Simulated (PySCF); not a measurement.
Job file and geometry (Å, from PBE0-D3(BJ)/def2-SVP) of an NMR shielding run on SMILES [SiH3]P([SiH3])[SiH3], H9PSi3, PySCF 2.14.0, density-fitted response routines, GIAO KT2/pcSseg-2 NMR shielding, non-relativistic, gas phase; density fitting, a coarse starting grid and PySCF grid level 2 are the driver's defaults:

```
$ OMP_NUM_THREADS=1 python probes_run.py task.json out

{"job": {"kind": "nmr", "xc": "KT2", "basis": "pcSseg-2", "pop": false}, "charge": 0, "multiplicity": 1}
Si    -0.484294     1.891002    -0.042758
P      0.043809    -0.016458    -1.132571
Si     1.881354    -0.518907     0.082075
Si    -1.394007    -1.376615    -0.022182
H      0.508827     2.937962    -0.429306
H     -0.477577     1.741797     1.446206
H     -1.848299     2.310579    -0.482789
H      2.950210     0.466226    -0.263109
H      2.325372    -1.892415    -0.300048
H      1.644372    -0.478107     1.559287
H     -0.634311    -2.370685     0.797494
H     -2.240682    -2.110681    -1.007694
H     -2.283555    -0.582740     0.881334
```

Question: Write the output of this run.

Answer: 
```
coarse grid: 12080 points
cycle   1  E = -1225.7176758907  dE = -2.176e-01  |g| = 2.514e-01  |ddm| = 2.565e+00
cycle   2  E = -1225.7151490441  dE =  2.527e-03  |g| = 2.504e-01  |ddm| = 6.050e-01
cycle   3  E = -1225.7310936875  dE = -1.594e-02  |g| = 9.632e-02  |ddm| = 4.221e-01
cycle   4  E = -1225.7344298753  dE = -3.336e-03  |g| = 1.279e-02  |ddm| = 1.300e-01
cycle   5  E = -1225.7344792489  dE = -4.937e-05  |g| = 5.013e-03  |ddm| = 2.112e-02
cycle   6  E = -1225.7344874215  dE = -8.173e-06  |g| = 7.842e-04  |ddm| = 6.388e-03
final grid: 96056 points
cycle   7  E = -1225.7930487805  dE = -1.842e-04  |g| = 1.990e-02  |ddm| = 3.463e-02
cycle   8  E = -1225.7930412188  dE =  7.562e-06  |g| = 1.319e-02  |ddm| = 1.867e-02
cycle   9  E = -1225.7930606814  dE = -1.946e-05  |g| = 5.503e-03  |ddm| = 1.788e-02
cycle  10  E = -1225.7930719637  dE = -1.128e-05  |g| = 6.252e-04  |ddm| = 7.078e-03
cycle  11  E = -1225.7930720723  dE = -1.085e-07  |g| = 1.474e-04  |ddm| = 8.368e-04
cycle  12  E = -1225.7930720789  dE = -6.677e-09  |g| = 3.503e-05  |ddm| = 2.267e-04
cycle  13  E = -1225.7930720794  dE = -4.291e-10  |g| = 7.638e-06  |ddm| = 5.483e-05
converged SCF energy = -1225.7930720794

GIAO shielding tensors (ppm)
atom      isotropic    diamagn.    paramagn.     s11        s22        s33       span
  0 Si     416.568     883.179    -466.612    372.586    409.152    467.964     95.378
  1 P      692.174     971.899    -279.725    647.398    693.663    735.459     88.061
  2 Si     417.290     883.205    -465.915    377.972    405.815    468.083     90.111
  3 Si     418.997     883.037    -464.040    384.464    404.500    468.026     83.561
  4 H       26.844      29.072      -2.229     23.273     24.388     32.870      9.597
  5 H       27.117      29.997      -2.880     23.961     25.420     31.972      8.011
  6 H       26.869      29.084      -2.214     23.454     24.485     32.668      9.214
  7 H       26.859      29.108      -2.249     23.302     24.430     32.846      9.543
  8 H       26.878      29.107      -2.230     23.444     24.482     32.707      9.263
  9 H       27.111      29.993      -2.882     23.943     25.407     31.982      8.039
 10 H       26.954      29.520      -2.565     23.131     25.833     31.899      8.769
 11 H       26.839      28.752      -1.912     23.020     24.418     33.079     10.059
 12 H       26.984      29.566      -2.582     23.218     25.903     31.832      8.614
```

Question: Turn these shieldings into chemical shifts. Referencing at the same level of theory: 29Si (350.99 ppm), 1H (31.18 ppm) against TMS; H3PO4 for 31P (313.10 ppm).

Answer: Averaging equivalent atoms: Si 0/2/3: -66.6; P 1: -379.1; H 4/5/6/7/8/9/10/11/12: 4.24 ppm. Experimental scales use liquid or dissolved standards, which lie at an offset from isolated H3PO4.

Size and cost of the density-fitted run: 298 basis functions, 37 s wall time on 1 thread of an Arm Neoverse V2, shared host; peak memory 1 GiB.
